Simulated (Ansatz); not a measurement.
`N=C(N)BO`, relaxed with RKS PBE0-D4/def2-TZVP in the Gaussian-basis code of Ansatz from a GFN2-xTB geometry. The force threshold is 0.005 eV/Å; the program also tests the step.

Total charge 0; spin multiplicity 1.

Start:

```xyz
10

N     0.658   -1.627   -0.562
C     0.283   -0.521   -0.055
N     0.593   -0.117    1.217
B    -0.577    0.488   -0.928
O    -1.023    1.583   -0.309
H     1.200   -2.216    0.075
H     0.168    0.713    1.587
H     1.042   -0.750    1.859
H    -0.801    0.249   -2.056
H    -1.544    2.198   -0.827
```

| step | energy (eV) | largest force (eV/Å) | largest move (Å) |
| --- | --- | --- | --- |
| 1 | -6817.7475 | 0.719 | 0.000 |
| 2 | -6817.7764 | 0.391 | 0.020 |
| 3 | -6817.7841 | 0.199 | 0.024 |
| 4 (rejected) | -6817.7833 | 0.184 | 0.029 |
| 5 | -6817.7866 | 0.064 | 0.014 |
| 6 | -6817.7870 | 0.023 | 0.007 |
| 7 | -6817.7871 | 0.027 | 0.010 |
| 8 | -6817.7871 | 0.006 | 0.004 |
| 9 | -6817.7871 | 0.009 | 0.002 |
| 10 | -6817.7871 | 0.001 | 0.001 |

End:

```xyz
10

N     0.645   -1.619   -0.594
C     0.300   -0.515   -0.039
N     0.620   -0.101    1.225
B    -0.564    0.477   -0.908
O    -1.011    1.599   -0.294
H     1.189   -2.210    0.042
H     0.153    0.707    1.598
H     1.024   -0.745    1.883
H    -0.819    0.240   -2.051
H    -1.537    2.167   -0.862
```

Hardware: 2 threads of an AMD EPYC 7R13 on a shared host and a share of an NVIDIA H100 80 GB. Wall time 20 s, peak host memory 0.82 GiB.
